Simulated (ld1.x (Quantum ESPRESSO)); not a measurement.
# Ag: variants of one RRKJ potential

Base potential:

| Item | Value |
| --- | --- |
| Element | Ag (Z = 47) |
| Generator | ld1.x (Quantum ESPRESSO) 7.5 |
| Type | norm-conserving RRKJ (Kleinman–Bylander form) |
| Functional | PBE |
| Relativity | scalar-relativistic |
| Frozen core | [Ar] 3d10 4s2 |
| Valence charge | 17 |
| Reference configuration | 4p6 4d9 5s0 5p0 (charge +2) |
| Partial waves | 4p (bound): rc 1.30 bohr; 4d (bound): rc 1.55 bohr; 5s (bound, empty): rc 1.65 bohr |
| Local potential | the s channel |
| Core correction | a·sin(br)/r model core, default radius (core density twice the valence density) |
| rho0 | 0.005 |

All-electron outer shells of the reference configuration (PBE, scalar-relativistic, ld1.x):

```json
{"shell": "4s", "level (eV)": "-117.60", "outermost node (bohr)": "0.44", "outermost maximum (bohr)": "0.82"}
{"shell": "4p", "level (eV)": "-80.98", "outermost node (bohr)": "0.44", "outermost maximum (bohr)": "0.87"}
{"shell": "4d", "level (eV)": "-28.89", "outermost node (bohr)": "0.43", "outermost maximum (bohr)": "1.03"}
{"shell": "5s", "level (eV)": "-20.79", "outermost node (bohr)": "1.09", "outermost maximum (bohr)": "2.23"}
{"shell": "5p", "level (eV)": "-14.35", "outermost node (bohr)": "1.22", "outermost maximum (bohr)": "2.68"}
```

Cutoffs, loose and tight: the cutoffs (Ry, on a coarse ladder) from which the occupation-weighted sum of valence levels, in a spherical-Bessel basis at the reference potential, stays within 10 and 1 mRy of its value at 400 Ry. They do not see the model core or the augmentation charge, which bear on the density cutoff. Test errors are all-electron minus pseudo excitation energies from the reference, over the configurations 4p6 4d10 5s1 5p0; 4p6 4d10 5s0 5p0; 4p6 4d8 5s0 5p0; 4p6 4d7 5s0 5p0; 4p6 4d9 5s2 5p0; 4p6 4d9 5s1 5p1; 4p6 4d10 5s0 5p1. A dash means not determined; rows that change the core or the reference have their own tests.

The default core radius of the base comes out at 0.61 bohr.

```csv
change,outcome,"cutoff, loose","cutoff, tight",bound ghosts,largest test error (meV)
base,generated,80 Ry,120 Ry,none,-483
core correction none,generated,80 Ry,120 Ry,none,-475
core correction a·sin(br)/r model core inside 0.60 bohr,generated,80 Ry,120 Ry,none,-483
core correction a·sin(br)/r model core inside 0.70 bohr,generated,80 Ry,120 Ry,none,-483
core correction a·sin(br)/r model core inside 0.84 bohr,generated,80 Ry,120 Ry,none,-484
core correction a·sin(br)/r model core inside 1.06 bohr,generated,80 Ry,120 Ry,none,-484
core correction a·sin(br)/r model core inside 1.24 bohr,generated,80 Ry,120 Ry,none,-482
core correction a·sin(br)/r model core inside 1.38 bohr,generated,80 Ry,120 Ry,none,-481
core correction a·sin(br)/r model core inside 1.50 bohr,generated,80 Ry,120 Ry,none,-482
```
